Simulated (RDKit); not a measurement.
Job for RDKit: MMFF94 on C2H7N (SMILES CNC).

```python
from rdkit import Chem
from rdkit.Chem import AllChem, rdDetermineBonds

blocks = [
'''10

C     1.19730132    0.18362784    0.12789783
N    -0.00953824    0.20780950   -0.67208672
C    -1.21237126   -0.08731957    0.07830742
H     1.36849986   -0.76989329    0.67979174
H     1.16187329    0.98806592    0.88302800
H     2.07791941    0.36976440   -0.50700513
H     0.07912230   -0.43753630   -1.45504945
H    -1.18990782   -1.05756311    0.62714042
H    -2.08579158   -0.09841132   -0.59269467
H    -1.38710729    0.70145594    0.83057055
''',
]
mol = None
for b in blocks:
    f = Chem.MolFromXYZBlock(b)
    rdDetermineBonds.DetermineBonds(f, charge=0)
    mol = f if mol is None else Chem.CombineMols(mol, f)
Chem.SanitizeMol(mol)
print(Chem.MolToSmiles(Chem.RemoveHs(mol)))
ff = AllChem.MMFFGetMoleculeForceField(mol, AllChem.MMFFGetMoleculeProperties(mol), nonBondedThresh=100.0, ignoreInterfragInteractions=False)
e = ff.CalcEnergy()
print(f'MMFF94 energy {e:.6f} kcal/mol')
```

Program output:

```
CNC
MMFF94 energy 1.851192 kcal/mol
```

The run finished.

Cost: roughly 0.010 core-seconds.
